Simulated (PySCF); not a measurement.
A GIAO shielding run with PySCF 2.14 (density fitting, non-relativistic, gas phase) on `C[C@@H]1[SiH2]CC[C@@H]1F`, C5H11FSi:

```
$ OMP_NUM_THREADS=1 python probes_run.py task.json out

{"job": {"kind": "nmr", "xc": "PBE0", "basis": "pcSseg-1"}, "charge": 0, "multiplicity": 1}
C      2.206311    -0.174014    -0.401304
C      0.863250    -0.164246     0.316386
Si    -0.409668    -1.490780    -0.219380
C     -1.896650    -0.307702    -0.049375
C     -1.328580     0.961265     0.595917
C      0.102687     1.144908     0.104442
F      0.062691     1.438032    -1.251097
H      2.064464    -0.047172    -1.471538
H      2.843042     0.635260    -0.043965
H      2.718941    -1.117768    -0.230217
H      1.046036    -0.244498     1.392539
H     -0.192686    -1.952383    -1.589245
H     -0.439510    -2.613204     0.723083
H     -2.297668    -0.062378    -1.032340
H     -2.722211    -0.701952     0.539354
H     -1.301148     0.857649     1.681565
H     -1.927652     1.839867     0.350629
H      0.599590     2.005433     0.572888
```

Hardware: 1 thread of an Arm Neoverse N1, shared host. The job also computes population analyses, field gradients, ring-centre shieldings.

Task: How large is the calculation?

Result: 64 electrons, 181 basis functions and 959 auxiliary functions.

Task: How long does it take, and how much memory does it need?

Result: 41 s of wall time, with 12 SCF cycles and 4 response iterations; peak memory 0.83 GiB. Times on a shared host scatter by some tens of per cent.
